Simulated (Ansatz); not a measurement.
C3H8Cl3GeN⁻, that is Ge(NMeEt)Cl3 with one electron more. Total charge -1; doublet. Geometry PBE-D4/def2-SVP, that of the neutral singlet; atoms count from 1.

```csv
atom,x (Å),y (Å),z (Å)
Ge1,1.377,-0.035,-1.381
N2,-0.226,0.285,-0.579
C3,-0.514,1.635,-0.112
C4,-0.877,-0.813,0.140
C5,-0.435,-1.012,1.594
H6,-1.614,1.799,-0.125
H7,-0.149,1.849,0.919
H8,-0.060,2.378,-0.797
H9,-1.975,-0.624,0.099
H10,-0.708,-1.746,-0.438
H11,-0.980,-1.864,2.049
H12,0.652,-1.226,1.655
H13,-0.639,-0.118,2.216
Cl14,3.091,-0.175,-0.037
Cl15,1.801,1.575,-2.755
Cl16,1.256,-1.909,-2.449
```

The highest occupied level of the charge -1 doublet lies above zero (up to 2.39 eV). By energy differences it is unbound by 0.46 eV (vertical, against the charge 0 singlet, at PBE0-D4/def2-SVP) and held by the finite basis.

(1) Estimate the Mulliken populations from the PBE0/def2-SVP orbitals of Ansatz.

(2) Where does the spin sit?

(3) And the Mayer bond orders between heavy atoms (over 0.3)?

Answers

(1) 
```csv
atom,charge (e),spin (α − β)
Ge1,0.59,0.50
N2,-0.55,0.07
C3,0.08,0.01
C4,0.07,0.01
C5,-0.09,0.00
H6,-0.01,0.01
H7,0.01,0.00
H8,0.03,0.00
H9,-0.01,0.01
H10,0.03,0.00
H11,0.00,0.00
H12,0.05,0.00
H13,0.02,0.00
Cl14,-0.42,0.14
Cl15,-0.40,0.13
Cl16,-0.40,0.13
```
Mulliken values depend strongly on the basis.

(2) Summed by element: Ge 0.50, N 0.07, C 0.01, H 0.02, Cl 0.40, of 1 unpaired in all. Largest on single atoms: Ge1 0.50, Cl14 0.14, Cl16 0.13.

(3) Ge1–N2 0.85 (1.82 Å); Ge1–Cl14 0.80 (2.18 Å); Ge1–Cl15 0.83 (2.16 Å); Ge1–Cl16 0.82 (2.16 Å); N2–C3 1.01 (1.46 Å); N2–C4 1.02 (1.47 Å); C4–C5 1.06 (1.53 Å).
